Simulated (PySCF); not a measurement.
# Electron correlation in Er⁵²⁺ (erbium, charge +52)

[Ne] 3s2 3p4, high-spin 3P determinant. All numbers are calculated (PySCF 2.14, no relativity, point nucleus, in an even-tempered Gaussian basis (16 s from 12 bohr⁻², ratio 2.5; 10 p from 15 bohr⁻², ratio 2.5; 4 d from 64 bohr⁻², ratio 2.7; 4 f from 97 bohr⁻², ratio 2.7)). Frozen: 1s2; 14 electrons correlated; the 17 highest virtual orbitals of each spin left out.

| level | correlation energy (mhartree) |
| --- | --- |
| CCSD | -579.81 |
| (T) | -0.99 |
| CCSD(T) | -580.80 |

Diagnostics: T1 = 0.00054, D1 = 0.0026, largest double amplitude 0.020.

A non-relativistic calculation at this Z misses sizeable relativistic shifts. Spin-orbit coupling is strong in this species (close to jj coupling), so the high-spin LS determinant is a model state, not a physical level.

Cost of the coupled-cluster step: roughly 40 core-seconds, for 14 correlated electrons.

Iterations:

```
CC2 = 0
CCSD nocc = (np.int64(8), np.int64(6)), nmo = (76, 76)
frozen orbitals [[0, 77, 78, 79, 80, 81, 82, 83, 84, 85, 86, 87, 88, 89, 90, 91, 92, 93], [0, 77, 78, 79, 80, 81, 82, 83, 84, 85, 86, 87, 88, 89, 90, 91, 92, 93]]
max_cycle = 100
direct = 0
conv_tol = 1e-08
conv_tol_normt = 1e-06
diis_space = 8
diis_start_cycle = 0
Init t2, MP2 energy = -0.561360314199868
Init E_corr(UCCSD) = -0.561360314200293
cycle = 1  E_corr(UCCSD) = -0.576290412247134  dE = -0.014930098  norm(t1,t2) = 0.00871881
cycle = 2  E_corr(UCCSD) = -0.579115449453379  dE = -0.00282503721  norm(t1,t2) = 0.00183768
cycle = 3  E_corr(UCCSD) = -0.579814638441762  dE = -0.000699188988  norm(t1,t2) = 0.000413529
cycle = 4  E_corr(UCCSD) = -0.579806954837503  dE = 7.68360426e-06  norm(t1,t2) = 1.61836e-05
cycle = 5  E_corr(UCCSD) = -0.579807073908447  dE = -1.19070944e-07  norm(t1,t2) = 9.60495e-07
cycle = 6  E_corr(UCCSD) = -0.579807088236889  dE = -1.43284414e-08  norm(t1,t2) = 4.28406e-08
cycle = 7  E_corr(UCCSD) = -0.579807086998811  dE = 1.2380782e-09  norm(t1,t2) = 5.31269e-09
UCCSD converged
E(UCCSD) = -9795.724014996196  E_corr = -0.5798070869988106
UCCSD(T) correction = -0.000990271467833129
```

At this charge a non-relativistic calculation is a model, useful for the Z dependence of the correlation energy.

Spin-orbit coupling is strong in this species, so the high-spin LS determinant is a model state.
